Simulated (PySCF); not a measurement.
**HgF: energy against distance**

Set-up: Hg cc-pVDZ-PP with ECP60, F cc-pVDZ; scalar-relativistic core potentials (PySCF 2.14). Energies in eV from Hg + F in their ground configurations at the same level. All curves are PBE0. state 1: ²Σ⁺ (doublet), unpaired electrons σ ↑; state 2: quartet, unpaired electrons σ ↑, π ↑↑, a mixture of terms (⟨Lz²⟩ = 2.0), a second solution, started from another occupation.

| R (Å) | state 1 | state 2 |
| --- | --- | --- |
| 1.767 | -0.423 | 7.2048 |
| 1.849 | -0.946 | 6.5315 |
| 1.932 | -1.214 | 6.0625 |
| 1.993 | -1.301 | 5.7988 |
| 2.055 | -1.322 | 5.5893 |
| 2.117 | -1.297 | 5.4209 |
| 2.199 | -1.219 | 5.2476 |
| 2.302 | -1.084 | 5.0957 |
| 2.425 | -0.909 | 4.9837 |
| 2.589 | -0.694 | 4.9127 |

Problem. Put a parabola through the three lowest points of the state 1 curve and estimate Re, k and ωe (reduced mass 17.36 u; 1 eV/Å² = 0.16022 mdyn/Å; ωe = 1302.8·√(k/μ) cm⁻¹).

Solution. Through R = 1.993, 2.055, 2.117 Å the second-order coefficient is 5.98 eV/Å², so Re ≈ 2.052 Å, k ≈ 1.92 mdyn/Å and ωe ≈ 433 cm⁻¹. A polynomial fit of higher order to the unrounded PBE0 energies gives Re = 2.049 Å, k = 1.99 mdyn/Å, ωe = 442 cm⁻¹; anharmonicity and rounding make the difference.

The higher-order fit for each curve: state 1: Re = 2.049 Å, ωe = 442 cm⁻¹, De = 1.32 eV. State 2 gave no clean fit.

Spin–orbit coupling is left out, which matters for elements this heavy, above all for dissociation energies. Counting both spins, an empty level lies below a filled one in some of these solutions, because spin and occupation are held. The state was picked by a PBE0 search and need not be the measured ground state.
